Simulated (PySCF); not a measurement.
# Correlation energy of Ta (tantalum, neutral)

[Xe] 4f14 5d3 6s2, high-spin 4F determinant. Computed with PySCF 2.14 in def2-SVP with the def2 core potential (60 electrons), with a scalar-relativistic core potential. Frozen: 5s2 5p6; 5 electrons correlated.

MP2 pair energies summed by pair of shells (mhartree):

| pair | energy | share (%) |
| --- | --- | --- |
| 5d-6s | -26.08 | 53.2 |
| 6s-6s | -13.81 | 28.2 |
| 5d-5d | -9.10 | 18.6 |

Total MP2 correlation energy: -48.99 mhartree.

Same-spin part -18.04 and opposite-spin part -30.95 mhartree; SCS-MP2 scales them by 1/3 and 6/5 to -43.15 mhartree.
